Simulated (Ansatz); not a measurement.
C2H3AlOS, SMILES `[OH][AlH][C]#CS`. Total charge 0; spin multiplicity 1. The geometry is a stationary point of PBE0-D4/def2-TZVP. It is one conformer, not always the lowest.

```xyz
8

O     1.038    0.381    2.406
Al    0.002    1.072    1.261
C    -0.314    0.177   -0.382
C    -0.521   -0.392   -1.441
S    -0.892   -1.062   -2.928
H     1.485   -0.454    2.273
H    -0.663    2.448    1.615
H    -0.137   -2.171   -2.804
```

What is the dipole moment at r2SCAN/def2-TZVPP? (An estimate is asked.)

Ansatz gave: 2.55 D, with components (0.60, -2.10, -1.32) D in this frame, pointing from negative to positive charge.

And with PBE, B3LYP, ωB97M-V? (An estimate is asked.)

Computed: PBE 2.49 D, B3LYP 2.44 D, ωB97M-V 2.37 D.

Give the Mulliken charges with r2SCAN, PBE, ωB97M-V in def2-TZVPP. (Estimate.)

Ansatz gave: 
| atom | r2SCAN | PBE | ωB97M-V |
| --- | --- | --- | --- |
| O1 | -0.44 | -0.37 | -0.40 |
| Al2 | 0.72 | 0.54 | 0.63 |
| C3 | -0.27 | -0.21 | -0.27 |
| C4 | -0.14 | -0.08 | -0.11 |
| S5 | -0.04 | -0.06 | -0.02 |
| H6 | 0.19 | 0.18 | 0.16 |
| H7 | -0.14 | -0.11 | -0.11 |
| H8 | 0.11 | 0.13 | 0.12 |

B3LYP here is the variant with VWN-RPA as its local correlation; programs differ in this.
